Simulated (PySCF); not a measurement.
# How methods differ on the excitation energy of Xe

Xe [Xe] (1S) → Xe [Kr] 4d10 5s2 5p5 6s1 (3P), as a difference of total energies. Computed with PySCF 2.14 in aug-cc-pwCVDZ-PP with ECP28MDF (6s5p4d1f, 48 functions), with scalar relativity through the core potential. Correlated levels: valence and next inner shell: nothing frozen outside the core potential. The calculations carry no spin-orbit coupling.

```tsv
method	excitation energy (eV)
UHF	8.642
MP2 (valence and next inner shell)	8.928
SCS-MP2 (valence and next inner shell)	8.941
CCSD (valence and next inner shell)	8.801
CCSD(T) (valence and next inner shell)	8.797
```

How much does correlation contribute at CCSD(T) (valence and next inner shell)?

8.797 − (8.642) = 0.155 eV, measured against UHF.

The promoted electron is Rydberg-like, and one or two diffuse shells describe it only roughly, which tends to raise the upper state.
